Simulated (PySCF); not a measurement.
Cost of excited-state runs on SMILES O=C(C)CC(Cl)Cl, C4H6Cl2O

Cartesian coordinates in Å; atom numbers follow the order of the lines, from 1:
```xyz
13

C    -1.931    0.584   -0.266
C    -0.765   -0.352   -0.432
O    -0.887   -1.536   -0.599
C     0.595    0.326   -0.315
C     1.734   -0.651   -0.555
Cl    3.176   -0.195    0.386
Cl    2.163   -0.696   -2.280
H    -1.708    1.579   -0.637
H    -2.160    0.656    0.797
H    -2.805    0.181   -0.770
H     0.671    0.738    0.695
H     0.653    1.160   -1.017
H     1.453   -1.666   -0.264
```

PySCF with density fitting, on 1 thread of an Arm Neoverse V2, shared host. Command: `OMP_NUM_THREADS=1 python excited_run.py task.json out`

(1) How long does this run take, and how much memory?
- magnetisability and related constants, BHandHLYP/pcSseg-1; usual settings

## Answers

(1) 
| run | level | basis functions | wall time | peak memory (GiB) |
| --- | --- | --- | --- | --- |
| magnetisability and related constants | BHandHLYP/pcSseg-1 | 163 | 22 s | 0.74 |

Times from a shared host are rough.
